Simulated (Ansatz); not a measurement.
This geometry of AsH₂O (4 atoms, charge -1, multiplicity 1) is a first-order saddle point.

All numbers below come from RKS PBE-D4/def2-TZVP (Ansatz).

```xyz
4
Properties=species:S:1:pos:R:3
O -1.138 0.113 1.308
As -0.002 0.000 0.003
H 0.200 -1.211 -0.878
H 0.940 1.099 -0.433
```

**Question.** Which two structures does it join? (They come from a converged band through this point; their orientation in space is the band's.)

**Answer.** No bond is made or broken. The height of As2 over the plane of its neighbours goes from 0.78 to -0.78 Å. The two ends are copies of one structure, up to a mirror image or an exchange of like atoms.

Initial state:

```xyz
4
Properties=species:S:1:pos:R:3
O -1.266 0.221 0.960
As 0.315 -0.190 0.464
H 0.144 -1.048 -0.911
H 0.806 1.018 -0.513
```

Final state:

```xyz
4
Properties=species:S:1:pos:R:3
O -0.802 -0.010 1.389
As -0.482 0.207 -0.274
H 0.311 -1.131 -0.757
H 0.973 0.935 -0.358
```

**Question.** How far does it lie above each of them?

**Answer.** 2.13 eV above the first and 2.13 eV above the second. This is the barrier of this one path; another mechanism may lie lower. Limits of this set-up: an anion without diffuse functions, the dipole of an ion depends on the origin.

The run took 84 s on 1 CPU thread of a shared host.
